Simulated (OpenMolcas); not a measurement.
**Levels of O by method**

- Program: OpenMolcas 26.06
- Basis: ANO-R1 [3s2p1d]
- Scalar Hamiltonian: X2C, finite nucleus
- Active space: 4 electrons in 3 orbitals (2p)
- State averaging: 2S+1 = 3 even, 3 roots; 2S+1 = 1 even, 6 roots
- Spin-orbit coupling: state interaction with AMFI integrals over the reference wave functions, term energies averaged over their components

Methods on the same reference wave functions:
A. CASSCF
B. SS-CASPT2, IPEA 0.25 Eh, imaginary shift 0.1 Eh (closed shells correlated: 1s 2s)

Energies in eV above 2s² 2p⁴ ³P₂, the measured ground level; measured values from NIST Handbook of Basic Atomic Spectroscopic Data.

```tsv
Level	A	B	Measured
2s² 2p⁴ ³P₂	0.0000	0.0000	0.0000
2s² 2p⁴ ³P₁	0.0179	0.0179	0.0196
2s² 2p⁴ ³P₀	0.0267	0.0267	0.0281
2s² 2p⁴ ¹D₂	2.2133	2.074	1.9674
2s² 2p⁴ ¹S₀	5.4991	4.608	4.1897
```

Deviations, from unrounded energies. A percentage is the sum of absolute deviations over the sum of measured energies, with the sign that they share, or ± where signs differ.

| Against measurement | Levels | A | B |
| --- | --- | --- | --- |
| mean absolute deviation (cm-1) | 4 | 3100 | 1100 |
| fine structure of the ground term (%) | 2 | -6.7 | -6.7 |
| other terms of the ground configuration (%) | 2 | +25.3 | +8.5 |

B lies closest to measurement on these levels. The largest miss of B in the table is 2s² 2p⁴ ¹S₀, by +3400 cm-1. The ranking rests on the paired levels alone, and a cruder setting can come out closer through cancelling errors.

From A to B the spin-free energies of the other terms of 2s² 2p⁴ shown, above ³P, scale by factors of 0.84 to 0.94.

The lowest spin-free term lies below A's lowest term by 0.105 hartree in B.

Term energies are means over components that CASPT2 splits; among the terms shown or strongly mixed into the levels shown the widest spread is 95 cm-1 (2s² 2p⁴ ¹D, B). With the s shell closed, the reference lacks s² → p² mixing. Without dynamic correlation excited terms often stand tens of per cent too high (terms of higher spin than the ground term too low), and those without a measured partner can miss by more than the paired ones (holds for A). Measured partners are found by configuration, term and J. A level has none where our copy of the source lacks it or the pairing is in doubt (some pairs that miss far off the trend of their configuration count as doubtful), and it then counts in no deviation. Only configurations of the active space appear.
